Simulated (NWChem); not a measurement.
Program: NWChem. System: C2H8Si2, charge 1, spin multiplicity 2, at the geometry of a parent with another charge or spin, in a state set for the comparison that need not be this species' ground state. Its SCF solution wasn't tested for a lower state. Level: UB2PLYP/def2-TZVP, 12 core orbitals frozen.

Job file:

```
start mol
memory heap 200 mb stack 900 mb global 1100 mb
charge 1
geometry units angstroms nocenter noautoz
  C      0.000000    -1.358869     0.159130
  Si     1.315123     0.000000    -0.075806
  C      0.000000     1.358869     0.159130
  Si    -1.315123     0.000000    -0.075806
  H      0.000000    -1.745418     1.192165
  H      0.000000    -2.214938    -0.530236
  H      2.446314     0.000000     0.905222
  H      1.881358     0.000000    -1.460650
  H      0.000000     1.745418     1.192165
  H      0.000000     2.214938    -0.530236
  H     -2.446314     0.000000     0.905222
  H     -1.881358     0.000000    -1.460650
  symmetry group C2v
end
basis spherical
  * library def2-tzvp
end
dft
  xc hfexch 0.53 becke88 0.47 lyp 0.73 mp2 0.27
  dftmp2
  odft
  mult 2
  semidirect memsize 60000000 filesize 0
  iterations 100
end
mp2
  freeze core 12
end
task dft energy
```

NWChem printed:

```
             Northwest Computational Chemistry Package (NWChem) 7.3.0
             --------------------------------------------------------

                                NWChem Input Module
                                -------------------

 Scaling coordinates for geometry "geometry" by  1.889725989
 (inverse scale =  0.529177249)

 Turning off AUTOSYM since
 SYMMETRY directive was detected!

                             Geometry "geometry" -> ""
                             -------------------------

 Output coordinates in angstroms (scale by  1.889725989 to convert to a.u.)

  No.       Tag          Charge          X              Y              Z
 ---- ---------------- ---------- -------------- -------------- --------------
    1 C                    6.0000     0.00000000    -1.35886900     0.15913000
    2 Si                  14.0000     1.31512300     0.00000000    -0.07580600
    3 C                    6.0000     0.00000000     1.35886900     0.15913000
    4 Si                  14.0000    -1.31512300     0.00000000    -0.07580600
    5 H                    1.0000     0.00000000    -1.74541800     1.19216500
    6 H                    1.0000     0.00000000    -2.21493800    -0.53023600
    7 H                    1.0000     2.44631400     0.00000000     0.90522200
    8 H                    1.0000     1.88135800     0.00000000    -1.46065000
    9 H                    1.0000     0.00000000     1.74541800     1.19216500
   10 H                    1.0000     0.00000000     2.21493800    -0.53023600
   11 H                    1.0000    -2.44631400     0.00000000     0.90522200
   12 H                    1.0000    -1.88135800     0.00000000    -1.46065000

 Effective nuclear repulsion energy (a.u.)     219.3280275113

            Nuclear Dipole moment (a.u.)
            ----------------------------
        X                 Y               Z
 ---------------- ---------------- ----------------
     0.0000000000     0.0000000000    -0.0000113384

      Symmetry information
      --------------------

 Group name             C2v
 Group number             16
 Group order               4
[...]
 Done multipass loop at      149.4s

 GA uses MA = F    GA memory limited = T

 Available:
  local mem=  4.42D+07
 global mem=  1.44D+08
 local disk=  0.00D+00
  mp2_memr nvloc                   161
  nvloc new                   161
   1 passes of  11:        6291456                     157580                 100115479.
   1 passes of  11: M     44176149           G      144111488           F      37884693.
  mp2_memr nvloc                   161
  nvloc new                   161
   2 passes of   6:        6291456                     117346                  54634750.
   2 passes of   6: M     44176149           G      144111488           F      37884693.
  mp2_memr nvloc                   161
  nvloc new                   161
   3 passes of   4:        6291456                     101253                  36442458.
   3 passes of   4: M     44176149           G      144111488           F      37884693.

 Semi-direct pass number   1 of   3  for UHF beta        at      150.0s
  vrange nnbf                 16617
  mp2_eaftype                   139  avail_ma_in_mb                   384
 EAF : mp2_eaftype filesize         139   18221229.
  mp2_eaf for mointskh                    139
Node 0 wrote     85.6 Mb in      0.1 s     Agg I/O rate:  1258.1 Mb/s
 Done moints_semi at      203.3s
  mp2_eaftype                   139  avail_ma_in_mb                   384
 EAF : mp2_eaftype filesize         139   18221229.
  mp2_eaf for kh                   139
 Done maket at      203.9s
 Semi-direct pass number   2 of   3  for UHF beta        at      203.9s
  vrange nnbf                 16617
  mp2_eaftype                   139  avail_ma_in_mb                   384
 EAF : mp2_eaftype filesize         139   18221229.
  mp2_eaf for mointskh                    139
Node 0 wrote     85.6 Mb in      0.1 s     Agg I/O rate:  1564.0 Mb/s
 Done moints_semi at      260.4s
  mp2_eaftype                   139  avail_ma_in_mb                   384
 EAF : mp2_eaftype filesize         139   18221229.
  mp2_eaf for kh                   139
 Done maket at      260.8s
 Semi-direct pass number   3 of   3  for UHF beta        at      260.8s
  vrange nnbf                 16617
  mp2_eaftype                   139  avail_ma_in_mb                   384
 EAF : mp2_eaftype filesize         139   18221229.
  mp2_eaf for mointskh                    139
Node 0 wrote     64.2 Mb in      0.0 s     Agg I/O rate:  1861.4 Mb/s
 Done moints_semi at      318.9s
  mp2_eaftype                   139  avail_ma_in_mb                   384
 EAF : mp2_eaftype filesize         139   18221229.
  mp2_eaf for kh                   139
 Done maket at      319.3s
 Done multipass loop at      319.3s

          -------------------------------------------
          DFT energy                    -659.184589081781
          Unscaled MP2 energy             -0.689358567559
          Total DFT+MP2 energy          -659.370715895022
          -------------------------------------------

 -----------------------
 Performance information
 -----------------------

 Timer overhead =  1.90D-07 seconds/call

               Nr. of calls         CPU time (s)                 Wall time (s)                GFlops
             ---------------    -------------------     ------------------------------   -------------------
Name         Min   Avg   Max    Min     Avg     Max     Min     Avg     Max   Mx/calls   Min     Max     Sum
mp2: moin     6     6     6   2.88E+2 2.88E+2 2.88E+2  2.88E+2 2.88E+2 2.88E+2  48.      0.0     0.0     0.0
mp2: make     6     6     6    2.7     2.7     2.7      2.7     2.7     2.7    0.45      0.0     0.0     0.0
mp2: tota     1     1     1   2.92E+2 2.92E+2 2.92E+2  2.92E+2 2.92E+2 2.92E+2 2.92E+2   0.0     0.0     0.0

 The average no. of pstat calls per process was 1.30D+01
 with a timing overhead of 2.47D-06s

 Task  times  cpu:      319.3s     wall:      319.3s

 Total times  cpu:      319.3s     wall:      319.3s
```
